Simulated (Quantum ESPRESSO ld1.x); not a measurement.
Results of a calculation; reference values are marked as such.
Task: Species: Rh. Configuration: [Kr] 4d7 5s2 (not the ground configuration). Level of theory: Dirac Kohn-Sham, PBEsol, spin-unpolarised, spherical densities, point nucleus; open shells fill j = l - 1/2 first (ld1.x of Quantum ESPRESSO 7.5). Some entries of the table are withheld. Estimate them.

| orbital | occ. | eigenvalue (hartree) | <1/r> (bohr^-1) |
|---|---|---|---|
| 1s1/2 | 2 | -845.8418 | 47.04 |
| 2s1/2 | 2 | (1) | 10.78 |
| 2p1/2 | 2 | -113.6570 | 10.77 |
| 2p3/2 | 4 | -108.3474 | 10.17 |
| 3s1/2 | 2 | -22.0358 | 3.741 |
| 3p1/2 | 2 | -18.4868 | (2) |
| 3p3/2 | 4 | -17.5731 | (3) |
| 3d3/2 | 4 | (4) | 3.330 |
| 3d5/2 | 6 | (5) | 3.292 |
| 4s1/2 | 2 | -3.1567 | (6) |
| 4p1/2 | 2 | (7) | 1.292 |
| 4p3/2 | 4 | (8) | 1.247 |
| 4d3/2 | 4 | -0.3267 | 0.9057 |
| 4d5/2 | 3 | -0.3111 | 0.8929 |
| 5s1/2 | 2 | (9) | 0.4151 |

Result: 
(1) 2s1/2 eigenvalue (hartree): -122.7268
(2) 3p1/2 <1/r> (bohr^-1): 3.645
(3) 3p3/2 <1/r> (bohr^-1): 3.501
(4) 3d3/2 eigenvalue (hartree): -11.2852
(5) 3d5/2 eigenvalue (hartree): -11.1049
(6) 4s1/2 <1/r> (bohr^-1): 1.413
(7) 4p1/2 eigenvalue (hartree): -2.0743
(8) 4p3/2 eigenvalue (hartree): -1.9288
(9) 5s1/2 eigenvalue (hartree): -0.1966
